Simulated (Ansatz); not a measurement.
Ge(H)(Cl)3 anion (Cl3GeH), SMILES [Cl][GeH]([Cl])[Cl] (connectivity only; charge and spin as stated), charge -1, multiplicity 2.

Geometry: B3LYP-D3(BJ)/def2-SVPD. The spin state was assumed, not searched. The isomer is the one that the SMILES or the coordinates give; other isomers of the formula were not compared.

Two levels are set side by side: PBE/def2-SVPD (Ansatz, an electronic-structure program) and PBE0/def2-SVPD (Ansatz). Energy differences of separate SCF runs at the same geometry; the states with an electron removed or added have multiplicity 1. Differences are taken from unrounded values.

| quantity | PBE |
|---|---|
| vertical ionisation energy (eV) | 3.24 |

These are the PBE values. What does PBE0 give? (An estimate is asked for; the answer gives what the named calculation found.)


```csv
quantity,PBE0,PBE minus PBE0
vertical ionisation energy (eV),3.41,-0.18
```
